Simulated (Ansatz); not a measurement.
`F[SiH2]C[SiH2]F` + `BNB` → `BN(B)[SiH2]F` + `C[SiH2]F` at 298.15 K and 1 bar (ligand exchange at the Si–C bond).

Calculated with Ansatz (gas phase, PBE0-D4/def2-TZVP geometries, no zero-point term in ΔE). CCSD(T)/CBS is the MP2 limit (def2-TZVPP, def2-QZVPP) plus CCSD(T) − MP2 in def2-TZVPP, frozen cores. One conformer a species, not always the lowest.

```csv
species,CCSD(T)/CBS energy (Eh),H − E (kJ/mol),S (J/(mol·K))
`F[SiH2]C[SiH2]F`,-819.54869,199.0,363.7
`BNB`,-107.34560,171.3,258.1
`BN(B)[SiH2]F`,-496.90429,205.3,344.5
`C[SiH2]F`,-430.00374,162.8,286.2
```

H − E and S are ideal-gas, rigid-rotor, harmonic terms from PBE0-D4/def2-TZVP, for one conformer and one mirror image of each species. 1 Eh = 2625.50 kJ/mol, R = 8.31446 J/(mol·K).

Question: By hand: ΔE, ΔH, ΔS and ΔG.

Answer: ΔE = (-496.90429) + (-430.00374) − (-819.54869) − (-107.34560) = -0.01374 Eh = -36.1 kJ/mol. Δ(H − E) = 205.3 + 162.8 − 199.0 − 171.3 = -2.2, so ΔH = -38.3 kJ/mol. ΔS = 344.5 + 286.2 − 363.7 − 258.1 = 8.9 J/(mol·K). ΔG = -38.3 − 298.15 × (8.9)/1000 = -41.0 kJ/mol.

Question: By hand: the equilibrium constant, and the temperature at which ΔG would vanish if ΔH and ΔS stayed fixed.

Answer: log₁₀ K = −ΔG/(RT ln 10) = 7.2. ΔH and −TΔS have one sign here, so there is no such temperature.

The number of gas molecules stays the same, so ΔS is small and ΔH decides. A doubt of 5 kJ/mol in ΔE shifts log₁₀ K by 0.9 here. Other conformers and mirror images would add mixing entropy, several J/(mol·K) or more a flexible species. Modes under 60 cm⁻¹, often nearly free rotors, make the harmonic entropy too high. These are equilibria of isolated gas molecules and say nothing of rates. Largest T1 diagnostic: 0.012 (customary marks: 0.02 for closed shells, 0.045 for open ones).

ΔS is within the doubt of such terms, so its sign, and with it that verdict, could turn.
